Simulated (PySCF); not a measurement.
## Correlation energy of Kr²⁺ (krypton, charge +2)

[Ar] 3d10 4s1 4p5, high-spin 3P determinant (an excited configuration). Computed with PySCF 2.14 in x2c-TZVPPall, with the spin-free X2C one-electron Hamiltonian (Gaussian nucleus). Frozen: [Ar] 3d10; 6 electrons correlated.

| level | correlation energy (mhartree) |
| --- | --- |
| CCSD | -209.38 |
| (T) | -14.91 |
| CCSD(T) | -224.29 |
| CCSDT | -225.42 |

Diagnostics: T1 = 0.012, D1 = 0.0232, largest double amplitude 0.196.

A double-excitation amplitude exceeds 0.15, a sign of near-degeneracy.

Cost of the coupled-cluster step: of the order of 1.3 core-seconds, for 6 correlated electrons.
